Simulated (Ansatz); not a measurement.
System: C3H10Si, net charge 0, singlet state. 
Structure (B3LYP-D3(BJ)/def2-TZVP (Ansatz, a quantum-chemistry and plane-wave program) minimum search):
```
Si
H 1 1.4890
C 1 1.8781 2 108.69
H 3 1.0921 1 111.24 2 60.09
H 3 1.0921 4 107.79 1 122.20
H 3 1.0929 4 107.78 5 116.09
C 1 1.8781 2 108.69 3 120.00
H 7 1.0921 1 111.24 2 -60.09
H 7 1.0921 8 107.79 1 -122.20
H 7 1.0929 8 107.78 9 -116.09
C 1 1.8781 2 108.69 7 120.00
H 11 1.0921 1 111.24 2 -60.09
H 11 1.0921 12 107.79 1 -122.20
H 11 1.0929 12 107.78 13 -116.09
```
Charge 0, spin multiplicity 1.

Computed values are from Ansatz. Correlated levels leave the core frozen unless marked. Open shells are spin-unrestricted. No spin-orbit coupling. No relativistic terms. CBS marks a two-point X^-3 extrapolation of the correlation energy; Hartree-Fock from the larger set. [CCSD(T)-MP2]/basis is that difference in the basis named.

Task: What is the vertical triplet-singlet gap at RI-MP2/CBS(aug-cc-pV(T+d)Z,aug-cc-pV(Q+d)Z)+[CCSD(T)-MP2]/aug-cc-pV(T+d)Z?

Result: 7.89 eV.

Task: What is the dipole moment at CCSD(T)/aug-cc-pV(D+d)Z?

Result: 0.53 D.

Task: What is the atomisation energy De at CCSD(T)/CBS(aug-cc-pV(T+d)Z,aug-cc-pV(Q+d)Z)?

Result: 5176.0 kJ/mol.

Task: What is the total energy at CCSD(T)/CBS(aug-cc-pV(T+d)Z,aug-cc-pV(Q+d)Z)?

Result: -409.2787 Eh.

Task: What is the T1 diagnostic at CCSD/aug-cc-pV(Q+d)Z?

Result: 0.009.
